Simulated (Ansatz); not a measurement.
Born–Oppenheimer molecular dynamics of ClGeH$_{3}$ (5 atoms, charge 0, multiplicity 1). It starts from a relaxed structure.

Method: RKS PBE-D4/def2-SVP in Ansatz.

```json
{
 "ensemble": "NVT, Langevin thermostat",
 "time step": "0.5 fs",
 "steps asked": "150",
 "set temperature": "50 K",
 "friction": "0.005 /fs",
 "seed": "4012"
}
```

First frame:

```xyz
5
Properties=species:S:1:pos:R:3
Ge 0.011 -0.019 0.008
H -0.015 0.027 1.555
H 1.461 0.027 -0.532
Cl -1.017 1.763 -0.720
H -0.753 -1.251 -0.532
```

How far do the bonds stretch over the last three quarters of this one trajectory? (Pairs bonded in most of those frames.)


```json
{"bond": "Ge1–H2", "mean (Å)": "1.549", "spread (Å)": "0.013", "shortest": "1.53", "longest": "1.57"}
{"bond": "Ge1–H3", "mean (Å)": "1.549", "spread (Å)": "0.009", "shortest": "1.53", "longest": "1.57"}
{"bond": "Ge1–Cl4", "mean (Å)": "2.179", "spread (Å)": "0.007", "shortest": "2.17", "longest": "2.19"}
{"bond": "Ge1–H5", "mean (Å)": "1.550", "spread (Å)": "0.018", "shortest": "1.52", "longest": "1.58"}
```

Mean temperature of the second half: 27 K. The mean temperature of the second half is 45 % below the set value. A run of 0.075 ps of so small a system gives no equilibrium averages.

Run time: 2.4 min on 1 thread of Arm Neoverse V2 (shared host), peak memory 0.1 GiB.
